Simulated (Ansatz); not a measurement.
`CBN` + `BF` → `NBBF` + CH₄ at 600 K and 1 bar (formal exchange of groups at a B–C bond).

Program: Ansatz. Geometries: PBE0-D4/def2-TZVP. ΔE: electronic, gas phase. CBS: MP2 limit from def2 TZ/QZ plus the TZ coupled-cluster correction, frozen cores. This one scheme is used for every species. One conformer a species, not always the lowest.

```
species  CCSD(T)/CBS energy (Eh)  H − E (kJ/mol)  S (J/(mol·K))
  `CBN`               -121.21267           244.5          338.1
   `BF`               -125.82039            83.0          253.5
 `NBBF`               -206.56125           191.3          373.3
    CH₄                -40.46206           140.4          215.7
```

H − E and S are ideal-gas, rigid-rotor, harmonic terms from PBE0-D4/def2-TZVP, for one conformer and one mirror image of each species. 1 Eh = 2625.50 kJ/mol, R = 8.31446 J/(mol·K).

Q: By hand: ΔE, ΔH, ΔS and ΔG.

A: ΔE = (-206.56125) + (-40.46206) − (-121.21267) − (-125.82039) = 0.00975 Eh = 25.6 kJ/mol. Δ(H − E) = 191.3 + 140.4 − 244.5 − 83.0 = 4.2, so ΔH = 29.8 kJ/mol. ΔS = 373.3 + 215.7 − 338.1 − 253.5 = -2.6 J/(mol·K). ΔG = 29.8 − 600 × (-2.6)/1000 = 31.4 kJ/mol.

Q: By hand: the equilibrium constant, and the temperature at which ΔG would vanish if ΔH and ΔS stayed fixed.

A: log₁₀ K = −ΔG/(RT ln 10) = -2.7. ΔH and −TΔS have one sign here, so there is no such temperature. One of them is within its doubt of zero, so this could turn.

The number of gas molecules stays the same, so ΔS is small and ΔH decides. A doubt of 5 kJ/mol in ΔE shifts log₁₀ K by 0.4 here. Other conformers and mirror images would add mixing entropy, several J/(mol·K) or more a flexible species. Modes under 60 cm⁻¹, often nearly free rotors, make the harmonic entropy too high. These are equilibria of isolated gas molecules and say nothing of rates. Largest T1 diagnostic: 0.015 (customary marks: 0.02 for closed shells, 0.045 for open ones).
